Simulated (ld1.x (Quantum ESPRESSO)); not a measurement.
**Building the RRKJ potential for rhodium (PBE, scalar-relativistic).**

Input for ld1.x (Quantum ESPRESSO) 7.5:

```
&input
   title='Rh', zed=45., rel=1, dft='PBE', iswitch=3,
   config='[Kr] 4d8 4f-2 5s0 5p1',
   nld=4, rlderiv=2.15, eminld=-8.0, emaxld=5.0, deld=0.04
 /
 &inputp
   pseudotype=2, tm=.false., lloc=-1, rcloc=1.30,
   nlcc=.false.,
   file_pseudopw='Rh.UPF', file_wfcaegen='ae.wfc', file_wfcncgen='nc.wfc', file_beta='beta', file_chi='chi'
 /
4
4S  1  0   2.00   0.00  1.35  1.35  0.0
4P  2  1   6.00   0.00  1.85  1.85  0.0
4D  3  2   8.00   0.00  1.20  1.20  0.0
4F  4  3  -2.00   0.05  1.95  1.95  0.0
 &test
   configts(1)='4s2 4p6 4d8 5s0 5p1'
 /
```

Command:

```bash
ld1.x < Rh.in > Rh.out
```

Output (shortened: banner, matrices, multipoles, cross overlaps and the repeated all-electron block are left out):

```
Program LD1 v.7.5
     --------------------------- All-electron run ----------------------------

     Rh
     scalar relativistic calculation

     atomic number is 45.00
     dft =PBE   lsd =0 sic =0 latt =0  beta=0.20 tr2=1.0E-14
     Exchange-correlation= PBE
                           (   1   4   3   4   0   0   0)
     mesh =1233 r(mesh) =  98.82371 a.u. xmin = -7.00 dx = 0.01250
     1 Ry =  13.60569312 eV, c = 137.03599908

     n l     nl                  e(Ry)          e(Ha)          e(eV)
     1 0     1S 1( 2.00)     -1693.4558      -846.7279    -23040.6393
     2 0     2S 1( 2.00)      -245.6131      -122.8065     -3341.7360
     2 1     2P 1( 6.00)      -220.1272      -110.0636     -2994.9836
     3 0     3S 1( 2.00)       -43.9923       -21.9961      -598.5451
     3 1     3P 1( 6.00)       -35.6136       -17.8068      -484.5473
     4 0     4S 1( 2.00)        -6.1919        -3.0959       -84.2447
     4 1     4P 1( 6.00)        -3.8357        -1.9178       -52.1871
     3 2     3D 1(10.00)       -22.2181       -11.1090      -302.2924
     4 2     4D 1( 8.00)        -0.5619        -0.2809        -7.6450
     5 0     5S 1( 0.00)        -0.4021        -0.2011        -5.4713
     5 1     5P 1( 1.00)        -0.1257        -0.0628        -1.7097

     final scf error:  4.5E-15 reached in  25 iterations

     Etot =   -9567.972325 Ry,   -4783.986162 Ha, -130178.895262 eV

     Ekin =    9909.190763 Ry,    4954.595382 Ha,  134821.408620 eV
     Encl =  -23089.642410 Ry,  -11544.821205 Ha, -314150.588952 eV
     Eh   =    3889.370111 Ry,    1944.685055 Ha,   52917.576171 eV
     Exc  =    -276.890789 Ry,    -138.445394 Ha,   -3767.291101 eV

     normalization and overlap integrals

     s(1S/1S) =  1.000000  <r> =   0.0326  <r2> =    0.0014  r(max) =   0.0211
     s(2S/2S) =  1.000000  <r> =   0.1419  <r2> =    0.0237  r(max) =   0.1201
     s(2P/2P) =  1.000000  <r> =   0.1237  <r2> =    0.0187  r(max) =   0.0959
     s(3S/3S) =  1.000000  <r> =   0.3907  <r2> =    0.1746  r(max) =   0.3520
     s(3P/3P) =  1.000000  <r> =   0.3905  <r2> =    0.1772  r(max) =   0.3433
     s(4S/4S) =  1.000000  <r> =   0.9806  <r2> =    1.0903  r(max) =   0.8766
     s(4P/4P) =  1.000000  <r> =   1.0822  <r2> =    1.3437  r(max) =   0.9449
     s(3D/3D) =  1.000000  <r> =   0.3704  <r2> =    0.1640  r(max) =   0.2918
     s(4D/4D) =  1.000000  <r> =   1.5675  <r2> =    3.0492  r(max) =   1.1398
     s(5S/5S) =  1.000000  <r> =   3.1992  <r2> =   11.8491  r(max) =   2.6008
     s(5P/5P) =  1.000000  <r> =   4.8579  <r2> =   28.0992  r(max) =   3.6908

     ------------------------ End of All-electron run ------------------------

     --------------------- Generating NC pseudopotential ---------------------

      Generating local potential from pseudized AE potential:
      Matching radius rcloc =   1.3000

      Local pseudo, rcloc= 1.308 Estimated cut-off energy=    14.71 Ry

      Wfc   4S  rcut= 1.341  Estimated cut-off energy=       73.38 Ry
      This function has    0 nodes for 0 < r <    1.341

      Wfc   4P  rcut= 1.856  Estimated cut-off energy=       53.84 Ry
      This function has    0 nodes for 0 < r <    1.856

      Wfc   4D  rcut= 1.213  Estimated cut-off energy=      156.41 Ry
      This function has    0 nodes for 0 < r <    1.213

      Wfc   4F  rcut= 1.951  Estimated cut-off energy=       73.73 Ry
      This function has    0 nodes for 0 < r <    1.951

     ------------------- End of pseudopotential generation -------------------

     Computing logarithmic derivative in   2.14279
     Computing logarithmic derivative in   2.14279
     Computing the partial wave expansion
     R is outside the sphere for l=    0 j= 0.00
     R is outside the sphere for l=    1 j= 0.00
     R is outside the sphere for l=    2 j= 0.00
     R is outside the sphere for l=    3 j= 0.00

     ---------------------- Testing the pseudopotential ----------------------

     Rh
     scalar relativistic calculation

     atomic number is 45.00   valence charge is 17.00
     dft =PBE   lsd =0 sic =0 latt =0  beta=0.20 tr2=1.0E-14
     mesh =1233 r(mesh) =  98.82371 xmin = -7.00 dx = 0.01250

     n l     nl             e AE (Ry)        e PS (Ry)    De AE-PS (Ry)
     1 0     4S   1( 2.00)       -6.19187       -6.19187       -0.00000
     2 1     4P   1( 6.00)       -3.83568       -3.83568       -0.00000
     3 2     4D   1( 8.00)       -0.56190       -0.56190       -0.00000
     2 0     5S   1( 0.00)       -0.40213       -0.40939        0.00726  !
     3 1     5P   1( 1.00)       -0.12566       -0.12832        0.00265

     eps = 7.6E-15  iter = 22

     Etot =   -9567.972325 Ry,   -4783.986162 Ha, -130178.895262 eV
     Etotps =  -220.727689 Ry,    -110.363845 Ha,   -3003.153204 eV

     Ekin =      78.898067 Ry,      39.449033 Ha,    1073.462886 eV
     Encl =    -484.005433 Ry,    -242.002717 Ha,   -6585.229397 eV
     Ehrt =     187.409343 Ry,      93.704671 Ha,    2549.834008 eV
     Ecxc =     -22.238308 Ry,     -11.119154 Ha,    -302.567594 eV
     Epseu=      19.208642 Ry,       9.604321 Ha,     261.346893 eV

     ---------------------- End of pseudopotential test ----------------------
```

Generation and configuration tests took about 1.9 s on one core of a shared server CPU.
